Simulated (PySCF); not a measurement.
# What the low excited states add to the polarisability

C₃H₉ClSi₂.
Numbering: `[SiH3:1]/[CH:2]=[C:3](/[Cl:4])[CH2:5][SiH3:6]` (hydrogens: H7, H8, H9 on Si1; H10 on C2; H11, H12 on C5; H13, H14, H15 on Si6)

The calculation used PySCF, TDDFT wB97X-D/def2-SVPD, vertical, gas phase, core orbitals frozen in the response. Geometry: GFN2-xTB, one conformer, isolated molecule. Torsions of this conformer, `[SiH3:1]/[CH:2]=[C:3](/[Cl:4])[CH2:5][SiH3:6]`: C2–C3–C5–Si6 -101°.

Computed singlets:

```tsv
state	E (eV)	f
S1	6.07	0.374
S2	6.53	0.0026
S3	6.89	0.0003
S4	6.92	0.0051
S5	7.39	0.019
S6	7.59	0.0031
S7	7.78	0.088
S8	7.85	0.013
```

Question: Build the mean polarisability up from these states and compare it with the full response value.

Answer: Each state adds f / ΔE² (ΔE in hartree, 27.2114 eV).

```csv
state,f/ΔE² (au),running sum (au),running share of α (%)
S1,7.51,7.51,7.1
S2,0.04,7.56,7.2
S3,0.00,7.56,7.2
S4,0.08,7.64,7.3
S5,0.26,7.90,7.5
S6,0.04,7.94,7.5
S7,1.08,9.02,8.6
S8,0.15,9.17,8.7
```

The full response gives 105.35 au (15.61 Å³), so 96.2 au comes from the higher roots of the same equations.

Question: By how much does the contribution of these states grow at 632.8 nm?

Answer: With ω = 0.0720 hartree each state's term in the mean polarisability goes from f / ΔE² to f / (ΔE² − ω²); the sum over all 8 states goes from 9.17 to 10.16 au, a rise of 0.99 au.

The largest single term belongs to S1, which also has the largest f.

A one-level model with all 36 active electrons at a single energy would need ΔE = √(N/α) = 15.9 eV to give this α, against S1 at 6.07 eV.
